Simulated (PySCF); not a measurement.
Compounds:

A. `C#C/P=C(\F)N(C)C`
B. SMILES C=Cc1nncnc1C
C. SMILES O=C[C@@H](F)C(F)=C(F)F

Spectrum 1. ¹³C{¹H} NMR (computed): δ 215.7 (C), 105.0 (CH), 82.8 (C), 37.8 (CH3).

Spectrum 2. ¹³C{¹H} NMR (computed): δ 205.9 (CH, dd, J = 43.8, 5.2 Hz), 169.4 (C, m), 138.9 (C, m), 96.6 (CH, ddt, J = 242.0, 23.4, 3.7 Hz).

Spectrum 3. ¹³C{¹H} NMR (computed): δ 160.8 (CH), 160.5 (C), 159.8 (C), 134.8 (CH), 132.9 (CH2), 23.7 (CH3).

All values are calculated (PySCF 2.14.0 with density-fitted response routines): geometry from GFN2-xTB, B3LYP/pcJ-1 coupling constants (spin–dipole term left out of most H,H and C,H couplings), NMR shieldings at PBE0/pcSseg-1/GIAO. No solvent model, one computed conformer, fast rotation and ring inversion assumed for equivalent nuclei, non-relativistic.

Referencing at the same level of theory: TMS for ¹³C (σref 186.93). Splittings of carbon signals by F and P are missing where no couplings were computed. One-bond C–F couplings are unscaled and too large by tens of Hz. Shifts are as computed. Against solution values, carbons near 30 ppm lie about +3 ppm off and those near 130 ppm about +5 ppm. Of 1211 compounds with measured shifts, 218 miss one by over three times the rms of a fit or turn the order of signals round; such compounds aren't used in these exercises.

Q: Match each spectrum to its structure.

A: 1–A, 2–C, 3–B.

- Spectrum 1 (A): 4 ¹³C signals; δC 105.0 is a terminal alkyne carbon; δC 82.8 is an alkyne carbon.
- Spectrum 2 (C): 4 ¹³C signals; δC 205.9 is an aldehyde carbonyl carbon; δC 138.9 is a fully substituted alkene carbon.
- Spectrum 3 (B): 6 ¹³C signals; δC 134.8 is an alkene CH; δC 132.9 is a terminal =CH2 carbon.
